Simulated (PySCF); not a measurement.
Compound: ethylmethylacetylchloride, C5H9ClO.
Atom-mapped SMILES: `[CH3:1][CH2:2][C@H:3]([CH3:4])[C:5](=[O:6])[Cl:7]` (hydrogens: H8, H9, H10 on C1; H11, H12 on C2; H13 on C3; H14, H15, H16 on C4)

Level: PBE0/pcSseg-1 and CAM-B3LYP/def2-SVPD in PySCF, non-relativistic, on one gas-phase PBE0-D3(BJ)/def2-SVP geometry that isn't relaxed in the solvent. The solvent is an IEF-PCM continuum (cavity from Bondi-type radii × 1.2). Only the electrostatic response of the medium enters.

Gas phase at PBE0/pcSseg-1: HOMO -8.39 eV, LUMO -0.98 eV, dipole 3.14 D.

Task: What does the continuum do to the energy, the frontier levels and the dipole at PBE0/pcSseg-1 in chloroform and dimethylsulfoxide?

Result: 
```json
{"solvent": "chloroform", "ε": "4.711", "E(solvent) − E(gas) (kcal/mol)": "-2.80", "polarisation term (kcal/mol)": "-3.11", "distortion of the solute (kcal/mol)": "0.31", "HOMO (eV)": "-8.45", "LUMO (eV)": "-1.01", "dipole (D)": "3.71"}
{"solvent": "dimethylsulfoxide", "ε": "46.83", "E(solvent) − E(gas) (kcal/mol)": "-3.85", "polarisation term (kcal/mol)": "-4.47", "distortion of the solute (kcal/mol)": "0.62", "HOMO (eV)": "-8.48", "LUMO (eV)": "-1.03", "dipole (D)": "3.94"}
```

The first energy column is the sum of the next two and covers electrostatics alone. From chloroform to dimethylsulfoxide the lowering changes by a factor 1.38, Onsager's factor (ε − 1)/(2ε + 1) by 1.36 and ε itself by 9.9.

Task: Which radius a makes the point-dipole formula ΔE = −[(ε − 1)/(2ε + 1)]·μ²/a³ give the value in dimethylsulfoxide, with the gas-phase dipole?

Result: μ = 1.234 au and |ΔE| = 0.00613 Eh give a = 2.61 Å; the farthest nucleus lies 2.94 Å from the centroid of the nuclei, so such a sphere wouldn't even hold the nuclei. The formula assumes a rigid point dipole at the centre of a sphere.

Task: Which ESP-fitted charges (PBE0/pcSseg-1) respond most in chloroform (means over atoms taken as equivalent)?

Result: 
| atoms | environment | gas (e) | solvent (e) | change |
| --- | --- | --- | --- | --- |
| C3 | sp3 carbon next to a carbonyl | +0.225 | +0.261 | +0.036 |
| O6 | carbonyl oxygen | -0.364 | -0.398 | -0.034 |
| C4 | methyl carbon | -0.567 | -0.595 | -0.028 |
| Cl7 | chlorine bonded to C | -0.166 | -0.183 | -0.017 |
| C5 | acyl halide carbon | +0.380 | +0.393 | +0.013 |
| H14/H15/H16 | methyl hydrogen | +0.150 | +0.159 | +0.009 |

Task: How do the nuclear quadrupole coupling constants eQVzz/h respond in chloroform?

Result: 
| nucleus | Q (barn) | gas (MHz) | solvent (MHz) | η gas | η solvent |
| --- | --- | --- | --- | --- | --- |
| 17O at O6 | -0.0256 | 9.67 | 9.51 | 0.53 | 0.48 |
| 35Cl at Cl7 | -0.0817 | -60.61 | -59.97 | 0.27 | 0.27 |

Gas phase at CAM-B3LYP/def2-SVPD: HOMO -9.83 eV, LUMO 0.08 eV, dipole 3.14 D.

Task: What does the continuum do to the energy, the frontier levels and the dipole at CAM-B3LYP/def2-SVPD in chloroform?

Result: 
| solvent | ε | E(solvent) − E(gas) (kcal/mol) | polarisation term (kcal/mol) | distortion of the solute (kcal/mol) | HOMO (eV) | LUMO (eV) | dipole (D) |
| --- | --- | --- | --- | --- | --- | --- | --- |
| chloroform | 4.711 | -2.96 | -3.34 | 0.38 | -9.88 | 0.06 | 3.80 |

Task: How does the static polarisability (CAM-B3LYP/def2-SVPD, frozen core, with the continuum's full static response) change?

Result: 
```
    medium  isotropic (au)  principal values (au)  ⟨r²⟩ of the electrons (bohr²)
       gas            77.7       74.6, 76.7, 81.7                          981.8
chloroform            96.2      89.4, 96.1, 103.1                          981.9
```

The isotropic value in chloroform is 1.24 times the gas-phase one; no cavity-field correction is applied. ⟨r²⟩ is taken about the centre of nuclear charge.

Shape of the structure used: `[CH3:1][CH2:2][C@H:3]([CH3:4])[C:5](=[O:6])[Cl:7]`: C1–C2–C3–C4 180°, C2–C3–C5–O6 -121°.
